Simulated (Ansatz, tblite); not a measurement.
Removing an electron: the cluster Ga2O3⁻. Total charge -1; doublet. Geometry: PBE0-D4/def2-SVPD. Ansatz, gas phase; energy differences of separate SCF runs; the oxidised species is a triplet (the singlet lies 0.96 eV higher at PBE0-D4/def2-TZVPD).

Cartesian coordinates in Å:
```
Ga 0.5104 0.4545 0.2478
Ga -1.3182 -1.1739 -0.6398
O 1.7050 1.5186 0.8273
O 0.0717 -0.3172 -1.4408
O -0.9690 -0.4819 1.0055
```

The xTB rows come from tblite. HOMO above LUMO, or a gap near zero within one spin, warns that the state may not be the lowest or that an electron is smeared out. The structure comes from a short search, and lower isomers may exist.

```csv
level,−HOMO (eV),vertical IE (eV),−LUMO (eV),HOMO–LUMO gap (eV),remarks
GFN2-xTB,–,9.83,–,–,–
PBE-D4/def2-TZVPD,0.55,3.69,0.49,0.05,"gap within one spin near zero (-1 doublet), lower spin may lie lower (triplet)"
r2SCAN-D4/def2-TZVPD,0.70,3.56,0.25,0.46,–
```

**Question.** Estimate the rows for GFN1-xTB, PBE0-D4/def2-TZVPD.

**Answer.** 
```
             level  −HOMO (eV)  vertical IE (eV)  −LUMO (eV)  HOMO–LUMO gap (eV)
          GFN1-xTB           –              9.46           –                   –
PBE0-D4/def2-TZVPD        1.80              3.50       -0.25                2.05
```

  HOMO and LUMO are the levels of the spin that leaves or enters (xTB has no such levels and no spin-polarisation term). Other spin states of the ions may lie lower, which would lower the ionisation energy or raise the affinity. Raw xTB energy differences between charge states are shifted by several eV; the methods need an empirical correction for them.
